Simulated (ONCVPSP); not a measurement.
V (Z = 23): one change to an ONCV potential, before and after

ONCVPSP 4.0.1 input, shortened (lines: element, Z, core and valence counts, functional; n l f; lmax; l rc ep ncon nbas qcut; lloc lpopt rc5 dvloc0; l nproj debl; icmod fcfact rcfact), BLYP, scalar-relativistic:

```
  V 23.00    4    3  -106131      upf
    1    0    2.00
    2    0    2.00
    2    1    6.00
    3    0    2.00
    3    1    6.00
    3    2    3.00
    4    0    2.00
    2
    0    2.45    0.00    4    7    3.20
    1    1.20    0.00    4    8   13.70
    2    1.60    0.00    4    8   11.70
    4    4    1.05    1.00
    0    2    1.10
    1    2    3.30
    2    1    3.90
    1    0.20    0.00
```

Change: p: ncon 5, nbas 9.

Cutoffs: the cutoffs (Ha) at which the residual kinetic energy of the hardest occupied pseudo-wave falls to 1 and 0.1 mHa per electron; they do not see the model core or the augmentation charge, which bear on the density cutoff. Errors are all-electron minus pseudo energies relative to the spin-unpolarised reference configuration.

Problem. What does the change do?

Solution. The potential gets harder (43 Ha and 56 Ha → 53 Ha and 67 Ha); both files keep a bound ghost (s); the errors of the 3 common tests hardly move.

| quantity | base | changed |
| --- | --- | --- |
| cutoff, loose | 43 Ha | 53 Ha |
| cutoff, tight | 56 Ha | 67 Ha |
| loose cutoff by channel | s 3.3 Ha, p 41 Ha, d 43 Ha | s 3.3 Ha, p 53 Ha, d 43 Ha |
| bound ghosts | s | s |
| GHOST(+) flags under 300 eV | none | none |
| tests with a reliable result | 3 of 4 | 3 of 4 |
| error for 3p6 3d3 4s1, meV [ΔE 7.69 eV] | -6.0 | -6.0 |
| error for 3p6 3d3 4s0, meV [ΔE 22.14 eV] | -29 | -29 |
| error for 3p6 3d2 4s0, meV [ΔE 51.03 eV] | +122 | +122 |
| s: phases at 2.49 bohr within 0.05 rad from the reference energy up to (Ha; the scan ends near 5) | 2.5 | 2.5 |
| p: phases at 1.22 bohr within 0.05 rad from the reference energy up to (Ha; the scan ends near 5) | to the end of the scan | to the end of the scan |
| d: phases at 1.63 bohr within 0.05 rad from the reference energy up to (Ha; the scan ends near 5) | 1.7 | 1.7 |
| rms error of d²Exc/dni dnj with the model core, mHa | 1.30 | 1.31 |

 A true bound ghost makes a file unfit for plane-wave use even where its test errors are small: the radial tests pick states by their node count and pass the ghost by.
